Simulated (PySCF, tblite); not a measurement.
Compound: C5H12P2S.
Cartesian coordinates in Å at the PBE0-D3(BJ)/def2-SVP level; atoms count from 1:
```
atom  x, y, z in Å
C1     2.6628    0.3342   -0.6530
P2     0.9111    0.0069   -1.1324
C3     0.5007   -1.3456    0.0822
C4    -1.0008   -1.6118    0.1561
P5    -1.9753   -0.2095    0.8231
S6    -3.8927   -0.4898    0.9456
C7    -1.4385    1.2310   -0.1755
C8     0.0758    1.4131   -0.2400
H9     3.0231    1.2307   -1.1798
H10    3.2920   -0.5115   -0.9700
H11    2.7864    0.4840    0.4320
H12    0.9008   -1.0953    1.0815
H13    1.0226   -2.2588   -0.2489
H14   -1.2393   -2.4761    0.7964
H15   -1.4309   -1.8271   -0.8363
H16   -1.2912    0.0392    2.0537
H17   -1.8781    1.0784   -1.1755
H18   -1.9453    2.1066    0.2609
H19    0.3137    2.3414   -0.7858
H20    0.4981    1.5240    0.7753
```

Jobs on this species (20 atoms, 88 electrons) with PySCF (density fitting) and tblite. Hardware of each: Arm Neoverse V1, one thread, no GPU, shared host. The host was shared with other jobs, so the times are rough.

Problem. Rank these jobs by wall time, shortest first.
A. PBE0-D3(BJ)/def2-SVP, grid level 1; geometry optimisation from a GFN2-xTB start shaken at random; 184 basis functions
B. PBE0/pcSseg-1; shieldings, ring-centre shieldings, charges and field gradients; 217 basis functions
C. GFN2-xTB; Hessian by finite differences

Solution. C (0.94 s), B (39 s), A (2.5 min).

All jobs:

```
                                                             level and settings                                                                           work  basis functions  SCF cycles  wall time
                                                                       GFN2-xTB                                                  Hessian by finite differences                –           –     0.94 s
                                                PBE0/pcSseg-1, IEF-PCM methanol                                             shieldings, ring-centre shieldings              217          12       38 s
                                                                  PBE0/pcSseg-1                shieldings, ring-centre shieldings, charges and field gradients              217          13       39 s
                                            PBE0/pcSseg-1, IEF-PCM acetonitrile                shieldings, ring-centre shieldings, charges and field gradients              217          12       40 s
                                                               wB97X-D/pcSseg-1                                             shieldings, ring-centre shieldings              217          14       52 s
                                             PBE0-D3(BJ)/def2-SVP, grid level 1                   geometry optimisation from a GFN2-xTB start shaken at random              184          51    2.5 min
delta-SCF UKS SCAN, pcX-2 on the ionised atom, pcseg-1 elsewhere, spin-free X2C                                                  ΔSCF core ionisation, 9 holes              226         145    2.5 min
                                                                B3LYP/def2-SVPD  10 singlets by full TDDFT, 4 Tamm–Dancoff triplets, polarisability, ΔSCF ions              271          14    3.7 min
```

Problem. What do all jobs in the table cost together?

Solution. About 12 min; the longest takes about 32 % of that, and about 240 times as long as the shortest.
